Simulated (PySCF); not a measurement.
NMR data simulated for an unnamed compound:

$^{1}$H NMR (300 MHz, computed): δ 7.56 (m, 1H), 7.47 (m, 1H), 6.89 (m, 1H), 5.38 (s, 1H), 2.62 (s, 6H), 1.56 (br s, 1H).

$^{13}$C{$^{1}$H} NMR (computed): δ 152.2 (CH), 146.7 (CH), 122.4 (C), 120.7 (CH), 37.6 (CH3).

- geometry: GFN2-xTB
- σ from GIAO-PBE0/pcSseg-1
- code: PySCF
- non-relativistic Hamiltonian, no solvent, one conformer, equivalent nuclei averaged

References, each an isolated molecule treated in the same way: $^{1}$H (σ = 31.72 ppm), $^{13}$C (σ = 186.93 ppm) vs TMS.

**Question.** Which of these does the molecule contain: a C≡C triple bond, an aldehyde, a Si–H bond, an N-methyl group, a vinyl group CH=CH2, an OH group?

**Answer.** 
- A C≡C triple bond: no.
- An aldehyde: no.
- A Si–H bond: yes (δH 5.38 (s)).
- An N-methyl group: yes (δC 37.6; δH 2.62 (s)).
- A vinyl group CH=CH2: no.
- An OH group: yes (δH 1.56 (br s)).

The data belong to SMILES CN(C)[Si@@H](O)c1ccoc1, C6H11NO2Si; they needn't prove each group on their own.

Carbon signals by region: 4 in the sp2 and nitrile region (100–160 ppm), 1 below 50 ppm.

OH and NH positions are those of a molecule without intermolecular hydrogen bonds; in solution they move with solvent, concentration and temperature, and exchange usually removes their couplings. Shifts are as computed. Against solution values, carbons near 30 ppm lie about +3 ppm off and those near 130 ppm about +5 ppm. Of 1309 compounds with measured shifts, 239 miss one by over three times the rms of a fit or turn the order of signals round; such compounds aren't used in these exercises. No couplings were computed; multiplicities are counted from neighbouring protons, with m where these are inequivalent, close in shift, in a saturated or five-membered ring or joined by F or P, and br s for small geminal =CH2 splittings.
